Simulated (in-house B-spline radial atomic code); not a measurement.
Results of a calculation; reference values are marked as such.
# Weak and strong correlation along the adiabatic connection

Two-electron singlets in several external potentials (atomic units), by full CI in B-splines with partial waves to l = 8 (correlation energies up to 0.6 % small). The repulsion is scaled by λ at fixed density; W(λ) is the mean repulsion less the Hartree energy, W(0) = E_x, and the area under W from 0 to 1 is E_xc.

Relative drop (W(λ) − E_x)/E_x:

```tsv
system	λ = 0.12	λ = 0.25	λ = 0.4	λ = 0.6	λ = 0.8	λ = 1
ω²r²/2 − Z/r, ω = 0.302, Z = -1	0.0432	0.0814	0.1169	0.1534	0.1811	0.2028
−Z exp(−kr)/r, Z = 7.93, k = 2.06	0.0025	0.0052	0.0083	0.0123	0.0162	0.0201
−Z/r, Z = 0.75, wall at 2 bohr	0.0125	0.0252	0.0389	0.0556	0.0708	0.0846
−V exp(−r²/w²), V = 6.38, w = 3.99	0.0171	0.0341	0.0520	0.0732	0.0919	0.1084
−V exp(−r²/w²), V = 7.08, w = 8.08	0.0236	0.0462	0.0692	0.0954	0.1175	0.1364
−Z/r, Z = 3.22, wall at 2.74 bohr	0.0062	0.0128	0.0201	0.0294	0.0383	0.0468
empty sphere, radius 5.81 bohr	0.0456	0.0849	0.1206	0.1567	0.1838	0.2047
```

Order the systems by how far second-order (GL2) theory, half the initial slope (estimated from the first points of each curve), overshoots the correlation energy, least first.
A. empty sphere, radius 5.81 bohr
B. −Z/r, Z = 0.75, wall at 2 bohr
C. −Z/r, Z = 3.22, wall at 2.74 bohr
D. −V exp(−r²/w²), V = 7.08, w = 8.08
E. −Z exp(−kr)/r, Z = 7.93, k = 2.06
F. −V exp(−r²/w²), V = 6.38, w = 3.99
G. ω²r²/2 − Z/r, ω = 0.302, Z = -1

E (GL2/E_c = 1.03), C (GL2/E_c = 1.09), B (GL2/E_c = 1.18), F (GL2/E_c = 1.24), D (GL2/E_c = 1.33), G (GL2/E_c = 1.58), A (GL2/E_c = 1.65).

What else changes along this order?

The ratio follows the bend of the curve. With it the leading natural occupation goes from 1.999 to 1.854 and −T_c/E_c from 0.97 to 0.60 between the first and the last.
